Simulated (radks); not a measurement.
Species: Mg+. Configuration: [Ne] 3s1. Calculated with a radial shooting solver on a logarithmic mesh with Libxc functionals: Dirac Kohn-Sham, PBEsol, spin-unpolarised, spherical densities, finite nucleus; Fermi nuclear charge, rms radius 3.057 fm.

Unscreened Slater integrals over Kohn-Sham orbitals (cm^-1). Large and small components are both included.

integral          value
F0(3s1/2,3s1/2)   70648
F0(3s1/2,2p3/2)   93867
G1(3s1/2,2p3/2)  5832.1
F0(3s1/2,2p1/2)   93891
G1(3s1/2,2p1/2)  5819.8
F0(3s1/2,2s1/2)   93695
G0(3s1/2,2s1/2)  4520.5
F0(2p3/2,2p3/2)  295070
F2(2p3/2,2p3/2)  133220
F0(2p3/2,2p1/2)  295570
G2(2p3/2,2p1/2)  133320
F0(2p3/2,2s1/2)  289040
G1(2p3/2,2s1/2)  173550
F0(2p1/2,2p1/2)  296070
F0(2p1/2,2s1/2)  289480
G1(2p1/2,2s1/2)  173640
F0(2s1/2,2s1/2)  286070
